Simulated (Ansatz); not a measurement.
NaCl+, multiplicity 2 (lowest of 2S+1 = 2, 4 at CCSD(T)/def2-TZVPP on PBE0 minima; our sources give no spin for the ground state, which may be another), most abundant isotopes (22.9898 and 34.9689 u). Constants from fifth-degree fits in 1/R to seven points on the lowest solution found; no spin–orbit coupling, no relativity up to Kr; ω_e x_e and α_e move by some per cent with the fit.

Correlated levels freeze the inner cores; with def2 sets outer-core shells near the valence are correlated too.

The values were computed with Ansatz (an electronic-structure program) with Gaussian orbitals. 

```tsv
level	r_e (Å)	ω_e (cm⁻¹)	ω_e x_e (cm⁻¹)	α_e (cm⁻¹)
PBE/def2-TZVPP	2.8119	151.8	2.46	0.00293
CCSD(T)/def2-QZVPP	2.7911	150.4	2.40	0.00327
```

Derive the rotational constants, the centrifugal constant, the fundamental, the zero-point energy and the force constant.


μ = 13.87069 u.
- PBE/def2-TZVPP: B_e = 16.8576/(μ r_e²) = 0.15371 cm⁻¹; B₀ = B_e − α_e/2 = 0.15225 cm⁻¹; D = 4B_e³/ω_e² = 6.31e-07 cm⁻¹; fundamental ω_e − 2ω_e x_e = 147 cm⁻¹; zero-point energy ω_e/2 − ω_e x_e/4 = 75 cm⁻¹; k = μ(2πcω_e)² = 18.8 N/m
- CCSD(T)/def2-QZVPP: B_e = 16.8576/(μ r_e²) = 0.15601 cm⁻¹; B₀ = B_e − α_e/2 = 0.15438 cm⁻¹; D = 4B_e³/ω_e² = 6.72e-07 cm⁻¹; fundamental ω_e − 2ω_e x_e = 146 cm⁻¹; zero-point energy ω_e/2 − ω_e x_e/4 = 75 cm⁻¹; k = μ(2πcω_e)² = 18.5 N/m
